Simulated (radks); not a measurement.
Question: These are the eigenvalues of the occupied orbitals of an atom or ion with whole-number occupations (eV). Calculated with a radial shooting solver on a logarithmic mesh with Libxc functionals: non-relativistic Kohn-Sham, PBE, spin-unpolarised, spherical densities, point nucleus.

orbital  eigenvalue
1s        -1261.172
2s         -83.4548
2p         -50.5319
3p          -2.6617

Which element is it, and in what charge state? The configuration may be excited.

Answer: Z = 12, magnesium, charge 0: Mg in [Ne] 3p2. The list shows which subshells hold electrons but not how many an open one holds; the 1s level, -46.347 hartree, gives Z - s = 9.6 by -(Z - s)^2/2, which with screening narrows Z to a few neighbours, and the depths of the outer levels then fix element, charge and occupations together.
